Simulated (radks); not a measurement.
Values are calculated unless marked as measured or tabulated.
Charge is removed step by step from the 4d down level of Gd+, starting from [Kr] 4d(up 5, down 5) 4f7 5s2 5p6 5d1 6s1. Level of theory: scalar-relativistic Kohn-Sham, r2SCAN, spin-polarised, spherical densities, finite nucleus; open shells are filled with parallel spins first (spin-orbit coupling, left out, can overturn this in heavy ions); meta-GGA in the generalised Kohn-Sham scheme; Fermi nuclear charge, rms radius 5.1569 fm (a radial shooting solver on a logarithmic mesh with Libxc functionals).

| removed (e) | E - E(0) (eV) | eigenvalue (eV) | E minus straight line (eV) |
|---|---|---|---|
| 0 | 0.000 | -151.13 | 0.000 |
| 0.1 | 15.184 | -152.86 | -0.823 |
| 0.2 | 30.542 | -154.63 | -1.470 |
| 0.3 | 46.078 | -156.42 | -1.940 |
| 0.4 | 61.796 | -158.25 | -2.229 |
| 0.5 | 77.697 | -160.10 | -2.334 |
| 0.6 | 93.786 | -161.99 | -2.251 |
| 0.7 | 110.06 | -163.90 | -1.979 |
| 0.8 | 126.53 | -165.83 | -1.515 |
| 0.9 | 143.20 | -167.79 | -0.856 |
| 1 | 160.06 | -169.77 | 0.000 |

Removing the whole electron costs 160.06 eV by Delta-SCF, against 151.13 eV from minus the eigenvalue at the starting occupation. Slater's transition state (half an electron removed) gives 160.10 eV. Integrating minus the eigenvalue over the occupation (Janak's theorem) gives 160.22 eV. In this scalar-relativistic scheme the density is built from large components alone, so the theorem holds only approximately. The mean slope of the eigenvalue, de/dn, is 18.6 eV per electron.
